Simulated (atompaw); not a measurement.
# What one change does to a pseudopotential (Rb (Z = 37), PAW (atompaw))

```json
{"Element": "Rb", "Generator": "atompaw 4.2.0.5", "Type": "PAW", "Functional": "PBEsol", "Relativity": "scalar-relativistic", "Frozen core": "[Ar] 3d10 4s2", "Valence charge": "7", "Reference configuration": "4p6 5s1 5p0", "Partial waves": "5s (bound): rc 3.00 bohr; 5s channel at 0.7 Ry: rc 3.00 bohr; 4p (bound): rc 2.70 bohr; 5p (bound, empty): rc 3.00 bohr; 4d channel at 0.45 Ry: rc 3.00 bohr; 4d channel at 0.8 Ry: rc 3.00 bohr", "Local potential": "troulliermartins scheme with l = 3 at -0.5 Ry, radius 2.10 bohr", "Core correction": "smooth core density matched at 2.75 bohr", "Augmentation charge": "besselshape compensation charge, radius 2.85 bohr; PAW radius 3.00 bohr; waves and projectors: custom polynom vanderbiltortho"}
```

All-electron outer shells of the reference configuration (PBEsol, scalar-relativistic, ld1.x):

```json
{"shell": "3d", "level (eV)": "-103.99", "outermost node (bohr)": "–", "outermost maximum (bohr)": "0.39"}
{"shell": "4s", "level (eV)": "-31.91", "outermost node (bohr)": "0.62", "outermost maximum (bohr)": "1.25"}
{"shell": "4p", "level (eV)": "-15.98", "outermost node (bohr)": "0.64", "outermost maximum (bohr)": "1.42"}
{"shell": "5s", "level (eV)": "-2.22", "outermost node (bohr)": "1.79", "outermost maximum (bohr)": "4.43"}
{"shell": "5p", "level (eV)": "-0.74", "outermost node (bohr)": "2.20", "outermost maximum (bohr)": "6.14"}
```

Change: waves 5s (bound); 5s channel at 0.7 Ry; 4p (bound); 5p (bound); 4d channel at 0.45 Ry; 4d channel at 0.8 Ry; augmentation besselshape compensation charge, radius 2.85 bohr; PAW radius 3.00 bohr; waves and projectors: bloechl.

Cutoffs: the cutoffs (Ry, on a coarse ladder) from which the occupation-weighted sum of valence levels, in a spherical-Bessel basis at the reference potential, stays within 10 and 1 mRy of its value at 400 Ry; they do not see the model core or the augmentation charge, which bear on the density cutoff.

Question: What does the change do?

Answer: The potential gets harder (10 Ry and 18 Ry → 30 Ry and 50 Ry); both files keep a bound ghost (s); the range in which the p phases agree widens (upper end 0.9 → 3.8); the range in which the d phases agree narrows (upper end at the end of the scan → 1.6).

| quantity | base | changed |
| --- | --- | --- |
| cutoff, loose | 10 Ry | 30 Ry |
| cutoff, tight | 18 Ry | 50 Ry |
| loose cutoff by channel (10 mRy a level) | s 6 Ry, p 8 Ry | s 6 Ry, p 25 Ry |
| bound ghosts | s | s |
| s: phases at 3.02 bohr within 0.05 rad from the reference energy up to (Ry; the scan ends near 5) | 3.8 | 4.6 |
| p: phases at 3.02 bohr within 0.05 rad from the reference energy up to (Ry; the scan ends near 5) | 0.9 | 3.8 |
| d: phases at 3.02 bohr within 0.05 rad from the reference energy up to (Ry; the scan ends near 5) | to the end of the scan | 1.6 |
| lowest overlap eigenvalue by channel | s 0.53, p 0.78, d 0.93 | s 0.04, p 0.53, d 0.01 |

 A true bound ghost makes a file unfit for plane-wave use even where its test errors are small: the radial tests pick states by their node count and pass the ghost by. The cutoffs see the waves, projectors and local potential, not the compensation charge or the core.
